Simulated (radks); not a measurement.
All-electron atom: Te43+ in [He] 2s2 2p5. All-electron calculation, non-relativistic Kohn-Sham, LB94 model potential, spin-polarised, spherical densities, point nucleus; open shells are filled with parallel spins first (spin-orbit coupling, left out, can overturn this in heavy ions); relativity is left out, which matters for an element this heavy. Program: a radial shooting solver on a logarithmic mesh with Libxc functionals.

Radial electron density D(r) = 4 pi r^2 rho(r):

```
   r/bohr * D(r) (the largest magnitude, 63.4, reaches the edge; | marks zero)
 0.001063 |*
  0.00117 |*
 0.001287 | *
 0.001417 | *
  0.00156 | *
 0.001717 |  *
  0.00189 |  *
 0.002081 |   *
  0.00229 |   *
 0.002521 |    *
 0.002775 |     *
 0.003055 |      *
 0.003362 |       *
 0.003701 |         *
 0.004074 |           *
 0.004521 |             *
 0.004976 |               *
 0.005477 |                 *
 0.006029 |                    *
 0.006637 |                       *
 0.007306 |                          *
 0.008042 |                             *
 0.008852 |                                *
 0.009744 |                                    *
  0.01073 |                                       *
  0.01181 |                                           *
    0.013 |                                              *
  0.01431 |                                                 *
  0.01575 |                                                   *
  0.01733 |                                                     *
  0.01908 |                                                      *
    0.021 |                                                      *
  0.02312 |                                                     *
  0.02545 |                                                    *
  0.02801 |                                                  *
  0.03083 |                                                *
  0.03394 |                                             *
  0.03736 |                                           *
  0.04113 |                                         *
  0.04527 |                                         *
  0.04983 |                                         *
  0.05485 |                                           *
  0.06038 |                                             *
  0.06646 |                                                *
  0.07316 |                                                   *
  0.08053 |                                                     *
  0.08864 |                                                      *
  0.09836 |                                                     *
   0.1083 |                                                 *
   0.1192 |                                            *
   0.1312 |                                     *
   0.1444 |                              *
    0.159 |                      *
    0.175 |               *
   0.1926 |         *
    0.212 |     *
   0.2334 |  *
   0.2569 | *
   0.2828 |*
   0.3113 *
   0.3426 *
   0.3771 *
   0.4151 *
```

D(r) has 2 maxima, at r = 0.0205, 0.0886 bohr, and minima at 0.0460 bohr, inside which lie 2.18 electrons.
